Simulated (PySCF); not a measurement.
System (SMILES): [SiH][SiH3] (SiH-SiH3) (closed-shell singlet).
Geometry (B3LYP-D3(BJ)/def2-TZVP, fixed):
```
Si
H 1 1.4846
H 1 1.4893 2 107.80
H 1 1.4893 2 107.80 3 -116.32
Si 1 2.3971 2 114.30 3 121.84
H 5 1.5236 1 88.28 2 -180.00
```

Basis-set convergence of the mean static polarisability at PBE0 with PySCF. All functions are spherical. Density fitting with generated auxiliary sets. In sets without p functions on hydrogen, species with hydrogen take exact integrals. No added dispersion term, no relativity. Reference: the value in aug-pcseg-2, 68.63 bohr³, itself unsure by roughly 0.3 % (its distance from aug-cc-pV(T+d)Z). Deviations are taken from unrounded values. Cost is core time over that of pcseg-1, rough, on shared machines of one kind; a dash marks a row that isn't timed (too short, read off another run, short of memory, by another algorithm or on other hardware).

| basis | functions | mean static polarisability (bohr³) | minus reference (%) | cost |
|---|---|---|---|---|
| pcseg-0 | 34 | 56.49 | -17.7 | - |
| pcseg-1 | 56 | 58.81 | -14.3 | 1× |
| def2-SVPD | 80 | 66.93 | -2.5 | 2× |
| aug-pcseg-1 | 90 | 67.52 | -1.6 | 2× |
| def2-TZVPD | 122 | 68.37 | -0.4 | 3× |
| pcseg-2 | 124 | 62.65 | -8.7 | 4× |
| def2-TZVPPD | 164 | 68.50 | -0.2 | 6× |
| aug-pcseg-2 | 192 | 68.63 | 0.0 | 9× |
| pcseg-3 | 260 | 66.86 | -2.6 | 20× |
| def2-QZVPPD | 284 | 68.88 | 0.4 | 20× |

The smallest set listed that lies within 5 % of the reference with all its larger relatives (same family, alike in diffuse functions; a set with none counts only in the reference's own line) is def2-SVPD (80 functions, 2× in cost, -2.5 % off). Inside, with no larger relative to test it: pcseg-3.
